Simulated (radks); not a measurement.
The numbers below are computed, except where a source is named.
Problem. All-electron atom: neutral chromium in [Ar] 3d5 4p1 (not the ground configuration). Code: a radial shooting solver on a logarithmic mesh with Libxc functionals. Model: scalar-relativistic Kohn-Sham, PBEsol, spin-polarised, spherical densities, finite nucleus; open shells are filled with parallel spins first; Fermi nuclear charge, rms radius 3.6452 fm. Some entries of the table are withheld. Estimate them.

orbital  occ.  eigenvalue (Ry)  <r^2> (bohr^2)
1s down     1        -431.7547        0.005440
1s up       1        -431.7541        0.005440
2s up       1        -49.02168          0.1019
2s down     1        -48.89995          0.1015
2p up       3        -41.21442         0.08343
2p down     3        -41.12106         0.08303
3s up       1         -5.58411             (1)
3s down     1         -5.26230             (2)
3p up       3         -3.49624           1.108
3p down     3         -3.17647           1.115
3d up       5         -0.37444           2.858
4p up       1         -0.14301           25.31

Solution. 
(1) 3s up <r^2> (bohr^2): 0.9440
(2) 3s down <r^2> (bohr^2): 0.9466
